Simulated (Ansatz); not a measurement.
Geometry optimisation, RKS PBE0-D4/def2-SVP (Ansatz 0.2.0).

Input:

```yaml
crystal:
  periodic: [false, false, false]
  atoms:
    - { symbol: Al, position_ang: [-0.273828, 0.653921, 0.278127] }
    - { symbol: C, position_ang: [1.530688, 0.000492, 0.693444] }
    - { symbol: C, position_ang: [-1.140169, 0.498661, -1.458315] }
    - { symbol: F, position_ang: [-1.078687, 1.480787, 1.491729] }
    - { symbol: H, position_ang: [-0.119271, -1.679654, 1.04756] }
    - { symbol: H, position_ang: [-0.747122, -1.993431, 1.122227] }
    - { symbol: H, position_ang: [1.675667, -0.198055, 1.769902] }
    - { symbol: H, position_ang: [2.280447, 0.763254, 0.40844] }
    - { symbol: H, position_ang: [1.784067, -0.914986, 0.128231] }
    - { symbol: H, position_ang: [-2.159383, 0.917256, -1.470072] }
    - { symbol: H, position_ang: [-1.200139, -0.555266, -1.781341] }
    - { symbol: H, position_ang: [-0.552471, 1.026921, -2.229931] }
basis:
  gaussian: { orbitals: def2-SVP }
hamiltonian:
  xc: pbe0
  dispersion: d4
relax:
  f_tol: 0.03
  max_steps: 50
```

Launched with:

```bash
$ ansatz run input.yaml --threads 2 --pin off --max-ram 3072MiB --backend cpu --events-out ev --progress --plain --runs-dir out
```

**Question.** Where does it end, and by what steps?

**Answer.** The run converged. The force dipped under the threshold on the way, but the program's further checks kept it going. After 23 steps the energy has fallen by 0.181 eV; H6 moved furthest, 0.77 Å.

```tsv
step	energy less start (eV)	largest force component (eV/Å)	accepted
0	0.0000	2.236	yes
1	-0.1083	0.612	yes
2	-0.1306	0.186	yes
3	-0.1303	1.020	no
4	-0.1373	0.262	yes
5	-0.1512	0.188	yes
6	-0.1631	0.311	yes
7	-0.1691	0.263	yes
8	-0.1730	0.064	yes
9	-0.1739	0.021	yes
10	-0.1752	0.071	yes
11	-0.1746	0.244	no
12	-0.1758	0.090	yes
13	-0.1767	0.141	yes
14	-0.1781	0.089	yes
15	-0.1788	0.052	yes
16	-0.1797	0.056	yes
17	-0.1801	0.065	yes
18	-0.1706	0.638	no
19	-0.1807	0.013	yes
20	-0.1797	0.234	no
21	-0.1809	0.070	yes
22	-0.1810	0.040	yes
23	-0.1812	0.005	yes
```

```xyz
12
Properties=species:S:1:pos:R:3
Al -0.168 0.501 0.307
C 1.688 0.023 0.658
C -1.101 0.354 -1.397
F -0.955 1.364 1.514
H -0.600 -1.592 1.210
H -1.237 -1.505 0.795
H 1.867 -0.205 1.721
H 2.346 0.871 0.403
H 2.030 -0.837 0.058
H -2.194 0.296 -1.270
H -0.775 -0.518 -1.988
H -0.901 1.249 -2.012
```

Whether the end is a true minimum wasn't checked by a vibrational analysis.

Time of the run: 44 s on 2 threads of Arm Neoverse V2 (shared host), peak memory 0.2 GiB.
